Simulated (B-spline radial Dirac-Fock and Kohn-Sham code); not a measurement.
Level of theory: the Dirac equation of a negative muon with reduced mass in the field of a spherical finite nucleus, with the Uehling potential to all orders; nuclear polarisation, deformation, hyperfine structure, self-energy, higher-order vacuum polarisation, relativistic recoil and electron screening are left out; a radial B-spline solver. The nuclear charge is a Fermi distribution (skin thickness 2.3 fm).

Question: A muonic atom of atomic mass 187.98 u emits these computed lines: 2p3/2 → 1s1/2 5970 keV, 3d5/2 → 2p3/2 2453 keV, 4f7/2 → 3d5/2 915.3 keV, 5g9/2 → 4f7/2 420.8 keV. Which element is it, and what rms charge radius was used?

Answer: Thallium (Z = 81, nuclide ¹⁸⁸Tl); the high transitions hardly feel the nucleus and fix Z. The 2p → 1s line lies 9734 keV below the value for a point nucleus without QED, which for this nuclear model gives a radius near 5.40 fm (5.4017 fm was used).
